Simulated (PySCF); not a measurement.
B3LYP has the VWN-RPA correlation part, as in Gaussian. 

Z-matrix (Å, degrees):
```
Hf
S 1 2.4377
H 2 1.3704 1 89.03
S 1 2.4379 2 108.79 3 -72.75
H 4 1.3704 1 89.03 2 -167.78
S 1 2.4383 2 108.83 3 166.70
H 6 1.3703 1 88.99 2 72.34
S 1 2.4383 2 110.69 3 46.89
H 8 1.3703 1 89.19 2 47.88
```
Charge 0, multiplicity 1.

Q: Predict the dipole moment, LUMO, total energy, HOMO–LUMO gap, charge on the central atom (Mulliken) and HOMO from B3LYP-D3(BJ)/def2-TZVP // BP86-D3(BJ)/def2-SVP (PySCF).

A: 
The dipole moment is 0.02 D. The LUMO comes out as -2.34 eV and the total energy comes out as -1643.5567 Ha. The HOMO–LUMO gap is 5.28 eV and the charge on the central atom (Mulliken) is 0.96 e. The HOMO is -7.62 eV.
